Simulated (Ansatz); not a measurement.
`C=NB(F)Br` + HBr → `FB(Br)Br` + `C=N` at 400 K and 1 bar (ligand exchange at a B–N bond).

Computed with Ansatz on PBE0-D4/def2-TZVP structures; ΔE is electronic, products minus reactants. CCSD(T)/CBS adds triple-zeta CCSD(T) − MP2 to the extrapolated MP2 energy (def2 sets, frozen cores). This one scheme is used for every species. For Br outer-core shells are correlated without core-valence functions, which leaves a few kJ/mol of doubt a bond. Scalar relativity is left out up to krypton. Each species was taken in one conformer, which may not be the lowest.

```json
{"species": "`C=NB(F)Br`", "CCSD(T)/CBS energy (Eh)": "-2791.95772", "H − E (kJ/mol)": "127.5", "S (J/(mol·K))": "356.2"}
{"species": "HBr", "CCSD(T)/CBS energy (Eh)": "-2573.91920", "H − E (kJ/mol)": "27.6", "S (J/(mol·K))": "207.2"}
{"species": "`FB(Br)Br`", "CCSD(T)/CBS energy (Eh)": "-5271.35159", "H − E (kJ/mol)": "42.3", "S (J/(mol·K))": "329.8"}
{"species": "`C=N`", "CCSD(T)/CBS energy (Eh)": "-94.52360", "H − E (kJ/mol)": "119.4", "S (J/(mol·K))": "238.9"}
```

H − E and S are ideal-gas, rigid-rotor, harmonic terms from PBE0-D4/def2-TZVP, for one conformer and one mirror image of each species. 1 Eh = 2625.50 kJ/mol, R = 8.31446 J/(mol·K).

Question: By hand: ΔE, ΔH, ΔS and ΔG.

Answer: ΔE = (-5271.35159) + (-94.52360) − (-2791.95772) − (-2573.91920) = 0.00173 Eh = 4.5 kJ/mol. Δ(H − E) = 42.3 + 119.4 − 127.5 − 27.6 = 6.6, so ΔH = 11.1 kJ/mol. ΔS = 329.8 + 238.9 − 356.2 − 207.2 = 5.3 J/(mol·K). ΔG = 11.1 − 400 × (5.3)/1000 = 9.0 kJ/mol.

Question: By hand: the equilibrium constant, and the temperature at which ΔG would vanish if ΔH and ΔS stayed fixed.

Answer: log₁₀ K = −ΔG/(RT ln 10) = -1.2. ΔG = 0 at ΔH/ΔS = 2094 K, though so small a ΔS makes that figure unsure.

The number of gas molecules stays the same, so ΔS is small and ΔH decides. A doubt of 5 kJ/mol in ΔE shifts log₁₀ K by 0.7 here. Other conformers and mirror images would add mixing entropy, several J/(mol·K) or more a flexible species. These are equilibria of isolated gas molecules and say nothing of rates. Largest T1 diagnostic: 0.012 (customary marks: 0.02 for closed shells, 0.045 for open ones).
